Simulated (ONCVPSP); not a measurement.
# tellurium (Te): ONCV pseudisation with PBE, scalar-relativistic reference atom.

The input file (ONCVPSP 4.0.1):

```
# ATOM AND REFERENCE CONFIGURATION
# atsym  z   nc   nv     iexc    psfile
  Te 52.00    6    5        4      upf
#
#   n    l    f
    1    0    2.00
    2    0    2.00
    2    1    6.00
    3    0    2.00
    3    1    6.00
    3    2   10.00
    4    0    2.00
    4    1    6.00
    4    2   10.00
    5    0    2.00
    5    1    3.00
#
# PSEUDOPOTENTIAL AND OPTIMIZATION
# lmax
    2
#
#   l,   rc,      ep,       ncon, nbas, qcut
    0    1.05    0.00    5    8   12.70
    1    1.20    0.00    4    8    9.20
    2    1.00    0.00    5    9   10.60
#
# LOCAL POTENTIAL
# lloc, lpopt,  rc(5),   dvloc0
    4    3    0.80    6.00
#
# VANDERBILT-KLEINMAN-BYLANDER PROJECTORs
# l, nproj, debl
    0    2    3.30
    1    2    2.80
    2    2    2.80
#
# MODEL CORE CHARGE
# icmod, fcfact, rcfact
    2    0.35    0.75
#
# LOG DERIVATIVE ANALYSIS
# epsh1, epsh2, depsh
   -8.00    5.00    0.04
#
# OUTPUT GRID
# rlmax, drl
    6.00    0.01
#
# TEST CONFIGURATIONS
# ncnf
    4
# nvcnf
#   n    l    f
    5
    4    0    2.00
    4    1    6.00
    4    2   10.00
    5    0    2.00
    5    1    4.00
#
    5
    4    0    2.00
    4    1    6.00
    4    2   10.00
    5    0    2.00
    5    1    2.00
#
    5
    4    0    2.00
    4    1    6.00
    4    2   10.00
    5    0    2.00
    5    1    1.00
#
    5
    4    0    2.00
    4    1    6.00
    4    2    9.00
    5    0    2.00
    5    1    5.00
#
```

Command:

```bash
oncvpsp.x < Te.dat > Te.out
```

The program printed (shortened: citation, most of the input echo, consistency checks and plot data are left out):

```
ONCVPSP  (Optimized Norm-Conservinng Vanderbilt PSeudopotential)
scalar-relativistic version 4.0.1

#   n    l    f        energy (Ha)
    1    0    2.00    -1.1626919E+03
    2    0    2.00    -1.7858157E+02
    2    1    6.00    -1.6034125E+02
    3    0    2.00    -3.5805954E+01
    3    1    6.00    -2.9877343E+01
    3    2   10.00    -2.0915683E+01
    4    0    2.00    -6.3738603E+00
    4    1    6.00    -4.5370239E+00
    4    2   10.00    -1.8623316E+00
    5    0    2.00    -8.6152193E-01
    5    1    3.00    -5.0283714E-01

Reference configufation results
  iterations    26
  all-electron total energy (Ha)   -6.79412405D+03

Begin loop to  construct optimized pseudo wave functions
and semi-local pseudopoentials for all angular momenta

Calculating optimized projector #   1

 for l=   0

    Fraction of norm inside rc  0.870496
    Optimizing pswf for qcut=  12.71 a_B^-1,  ecut=  80.79 Ha
    Residual kinetic energy error=  2.40D-05 Ha
 ERROR pspot:  first pseudo wave function has node,          program will stop
 ERROR pspot: try changing psp parameters for this l
```

The run stopped because the optimised pseudo-wave of the first projector has a node, so the radial equation cannot be inverted for a potential.

The run took about 0.18 s on one core of a shared server CPU.
